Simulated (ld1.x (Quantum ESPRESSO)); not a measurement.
**An all-electron radial function and its pseudo partner (Mg)**

Columns: radius, all-electron u(r) and pseudo u(r) of the 3s shell (level -11.53 eV) of magnesium in the configuration [Ne] 3s1 3p0; LDA (PZ), scalar-relativistic, PAW scheme, ld1.x (Quantum ESPRESSO) 7.5.

```
r (bohr)  all-electron  pseudo
   0.152        0.0452  0.0532
   0.305       -0.2020  0.1070
   0.458       -0.2865  0.1613
   0.610       -0.2381  0.2156
   0.762       -0.1233  0.2702
   0.915        0.0155  0.3250
   1.068        0.1535  0.3789
   1.220        0.2774  0.4308
   1.372        0.3832  0.4798
   1.525        0.4697  0.5250
   1.678        0.5369  0.5649
   1.830        0.5861  0.5979
   1.982        0.6196  0.6232
   2.135        0.6396  0.6402
   2.288        0.6480  0.6480
   2.440        0.6465  0.6465
   2.592        0.6370  0.6370
   2.745        0.6208  0.6208
   2.898        0.5996  0.5996
   3.050        0.5747  0.5747
   3.202        0.5470  0.5470
   3.355        0.5174  0.5174
   3.508        0.4866  0.4866
   3.660        0.4556  0.4556
   3.812        0.4247  0.4247
   3.965        0.3942  0.3942
```

How many radial nodes do the two functions have?

The all-electron 3s function has n − l − 1 = 2; the pseudo-wave has 0, since the states of the same l below it are removed with the core.

At about which radius was the pseudo-wave matched?

2.30 bohr, where the columns begin to agree (steps of 0.15 bohr).

Is the pseudo-wave norm-conserving?

No, it belongs to a PAW set: the norm inside the radius is not constrained, and the difference is carried by the augmentation charge.
